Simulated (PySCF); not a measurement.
Worked example: dipole moment from atomic charges

C2H3Cl2FSi, SMILES FC([SiH3])=C(Cl)Cl. Atoms are numbered in the order given.

```xyz
9

F      1.9967     0.4537     0.0000
C      0.6552     0.5609     0.0000
Si    -0.0566     2.3211     0.0000
C     -0.0739    -0.5701     0.0000
Cl     0.6324    -2.1438     0.0000
Cl    -1.8088    -0.4938     0.0000
H     -0.8881     2.5354     1.2152
H     -0.8881     2.5354    -1.2152
H      1.1086     3.2449     0.0000
```
Charge 0, spin multiplicity 1.

Geometry: B3LYP-D3(BJ)/def2-SVP. This is a generated structure with no PubChem entry under its InChIKey; it may be hypothetical.

Charges (e) from CAM-B3LYP/def2-TZVP run with PySCF:

```tsv
atom	IAO	Mulliken
F1	-0.267	-0.185
C2	-0.003	0.067
Si3	0.648	0.212
C4	-0.080	0.034
Cl5	0.028	-0.025
Cl6	0.020	-0.037
H7	-0.116	-0.021
H8	-0.116	-0.021
H9	-0.115	-0.024
```

The dipole moment of the full density is 1.29 D.

**Question.** What dipole moment does each set of point charges give, and which comes closer to that of the density?

**Answer.** 
μ = Σ q r, and 1 e Å = 4.8032 D.
IAO: Σ q r = (-0.506, 0.396, 0.000) e Å, |μ| = 3.08 D.
Mulliken: Σ q r = (-0.278, 0.314, 0.000) e Å, |μ| = 2.01 D.
Mulliken comes closer in size. Point charges leave out the atoms' own dipoles (lone pairs, polarised bonds); fits to the potential absorb them, partitions of the density don't.
